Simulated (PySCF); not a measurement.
Ionisation energy along the 15-electron series

Calculated with PySCF 2.14 and a two-component X2C-1e Hamiltonian (Gaussian nucleus, no Breit or QED terms), each ion in its own even-tempered basis scaled to its charge; GMP2 freezes 1s2 and drops the highest virtual spinors. Values in eV. NIST values: (m) measured, (s) semi-empirical, (t) theoretical.

| ion | configuration | GHF (spin-free) | GMP2 (spin-free) | GHF (screened spin-orbit) | GMP2 (screened spin-orbit) | NIST |
| --- | --- | --- | --- | --- | --- | --- |
| I³⁸⁺ | [Ne] 3s2 3p3 | 2714.8 | 2715.1 | 2681.5 | 2681.8 | 2680 ± 4 (t) |
| Xe³⁹⁺ | [Ne] 3s2 3p3 | 2848.1 | 2848.5 | 2812.4 | 2812.7 | 2811 ± 4 (t) |
| Cs⁴⁰⁺ | [Ne] 3s2 3p3 | 2984.6 | 2985.0 | 2946.4 | 2946.8 | 2945 ± 4 (t) |

Between Z = 53 and Z = 55 the GMP2 (screened spin-orbit) value grows as Z to the power 2.54.
